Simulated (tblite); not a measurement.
C₇H₁₀N (doublet state).
SMILES with atom numbers: `[CH2:1]=[C:2]=[C:3]([CH:4][CH3:5])/[CH:6]=[N:7]/[CH3:8]` (hydrogens: H9, H10 on C1; H11 on C4; H12, H13, H14 on C5; H15 on C6; H16, H17, H18 on C8)
Bond orders are those of one Lewis drawing.

Computed with GFN2-xTB (tblite), gas phase: L-BFGS steps from a force-field or distance-geometry start until the largest atomic force falls under 0.01 eV/Å.

Step 78: E = -622.1259 eV
```
atom  x, y, z in Å  |  force x, y, z in eV/Å
C1     -1.5444    2.4334    0.7271    0.004  -0.026   0.014
C2     -0.9606    1.3519    0.3396   -0.081   0.051   0.003
C3     -0.3275    0.2088   -0.0066   -0.010  -0.004  -0.010
C4     -0.9720   -0.9760   -0.3458   -0.013   0.008  -0.013
C5     -2.4425   -1.1593   -0.3630   -0.010   0.013  -0.004
C6      1.1398    0.2549   -0.0059   -0.019  -0.020  -0.012
N7      1.8286   -0.7873   -0.1555    0.017  -0.046   0.009
C8      3.2513   -0.7294   -0.1100    0.144  -0.042   0.002
H9     -1.7822    2.6205    1.7687    0.010   0.016  -0.006
H10    -1.8413    3.2222    0.0458    0.016  -0.031  -0.008
H11    -0.3461   -1.8043   -0.6291    0.017  -0.043   0.005
H12    -2.7269   -2.0547    0.1957    0.033   0.050  -0.011
H13    -2.9483   -0.2951    0.0629   -0.011  -0.012  -0.008
H14    -2.8008   -1.3025   -1.3871    0.016   0.009   0.024
H15     1.5833    1.2522    0.1485    0.013  -0.024   0.035
H16     3.6392    0.2891    0.0714    0.013  -0.159  -0.051
H17     3.5932   -1.4008    0.6899   -0.058   0.154  -0.170
H18     3.6483   -1.1170   -1.0583   -0.082   0.107   0.200
```

Step 79: E = -622.1278 eV
```
atom  x, y, z in Å  |  force x, y, z in eV/Å
C1     -1.5423    2.4305    0.7331   -0.004   0.004   0.007
C2     -0.9627    1.3529    0.3314   -0.034  -0.020  -0.011
C3     -0.3288    0.2095   -0.0139   -0.010  -0.001  -0.003
C4     -0.9723   -0.9762   -0.3508   -0.009   0.006  -0.012
C5     -2.4429   -1.1587   -0.3659   -0.004   0.006   0.005
C6      1.1386    0.2561   -0.0134   -0.028   0.001  -0.007
N7      1.8279   -0.7868   -0.1525    0.007  -0.061   0.006
C8      3.2506   -0.7281   -0.1055    0.044  -0.029  -0.028
H9     -1.7656    2.6107    1.7780   -0.006   0.021   0.029
H10    -1.8480    3.2225    0.0608    0.007  -0.006  -0.023
H11    -0.3468   -1.8060   -0.6317    0.011  -0.030   0.006
H12    -2.7251   -2.0594    0.1843    0.026   0.041  -0.007
H13    -2.9473   -0.2992    0.0702   -0.014  -0.001  -0.003
H14    -2.8045   -1.2904   -1.3897    0.010   0.004   0.005
H15     1.5821    1.2542    0.1347    0.011  -0.014   0.028
H16     3.6409    0.2895    0.0399    0.041  -0.001  -0.015
H17     3.5895   -1.3676    0.7135   -0.012   0.032  -0.033
H18     3.6481   -1.1470   -1.0343   -0.038   0.048   0.056
```

Task: Estimate the geometry and energy of step 80. (The exact step hangs on the optimiser's Hessian estimate; all steps are aligned on step 79, rigid shifts and turns removed.)

Result: E = -622.1285 eV, largest force 0.052 eV/Å
```
atom  x, y, z in Å  |  force x, y, z in eV/Å
C1     -1.5438    2.4297    0.7321   -0.004   0.003   0.004
C2     -0.9635    1.3515    0.3333   -0.019  -0.029  -0.009
C3     -0.3286    0.2084   -0.0122   -0.008  -0.004   0.004
C4     -0.9726   -0.9769   -0.3494   -0.003   0.007  -0.012
C5     -2.4434   -1.1565   -0.3660   -0.001   0.005   0.003
C6      1.1390    0.2544   -0.0105   -0.019  -0.002  -0.007
N7      1.8291   -0.7884   -0.1486    0.001  -0.037   0.003
C8      3.2522   -0.7275   -0.1059    0.023  -0.019  -0.021
H9     -1.7704    2.6125    1.7760   -0.004   0.019   0.019
H10    -1.8468    3.2191    0.0557    0.001   0.001  -0.017
H11    -0.3482   -1.8085   -0.6283    0.008  -0.021   0.006
H12    -2.7266   -2.0548    0.1866    0.018   0.029   0.000
H13    -2.9470   -0.2950    0.0675   -0.011  -0.004  -0.010
H14    -2.8034   -1.2918   -1.3898    0.007   0.009   0.005
H15     1.5824    1.2528    0.1363    0.010  -0.015   0.027
H16     3.6427    0.2891    0.0472    0.032  -0.005  -0.011
H17     3.5947   -1.3755    0.7040   -0.006   0.028  -0.015
H18     3.6457   -1.1360   -1.0399   -0.025   0.035   0.029
```

The energy changes by -0.0007 eV. The first-order estimate −F·Δx gives -0.0009 eV and the mean of the old and new forces, exact on a quadratic surface, -0.0007 eV. The step makes an angle of 78° with the force vector and moves no atom by more than 0.013 Å.

What follows is the cost of the whole relaxation. On an Arm Neoverse V2 with one thread (shared host), this took 0.6 s.
